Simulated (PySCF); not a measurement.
A GIAO shielding run with PySCF 2.14 (density fitting, non-relativistic, gas phase) on SMILES C[SiH2][Si@](C)(O)[SiH2]N, C₂H₁₃NOSi₃:

```
$ OMP_NUM_THREADS=1 python probes_run.py task.json out

{"job": {"kind": "nmr", "xc": "PBE0", "basis": "pcSseg-1"}, "charge": 0, "multiplicity": 1}
C     -1.813068     1.857535     0.209971
Si    -1.300753     0.447272     1.378272
Si     0.155373    -0.967561     0.247617
C     -0.770395    -2.016710    -1.065084
O      0.575848    -1.974448     1.483528
Si     2.045714    -0.079979    -0.768711
N      2.003937     1.598153    -0.358720
H     -2.389754     1.484017    -0.631096
H     -0.943742     2.368445    -0.193186
H     -2.423192     2.595699     0.720252
H     -0.688547     1.076760     2.564668
H     -2.544651    -0.160182     1.888974
H     -1.614614    -2.543022    -0.626522
H     -0.121886    -2.765574    -1.515851
H     -1.154657    -1.397010    -1.869228
H      1.052811    -2.788451     1.345862
H      3.323730    -0.741107    -0.403733
H      2.059454    -0.059488    -2.238054
H      2.684021     2.213933    -0.774406
H      1.859223     1.862397     0.602410
```

Hardware: 1 thread of an Arm Neoverse V2, shared host. The job also computes population analyses, field gradients.

Task: How large is the calculation?

Result: 82 electrons, 205 basis functions and 1132 auxiliary functions.

Task: How long does it take, and how much memory does it need?

Result: 45 s of wall time, with 13 SCF cycles and 4 response iterations; peak memory 0.92 GiB. Times on a shared host scatter by some tens of per cent.
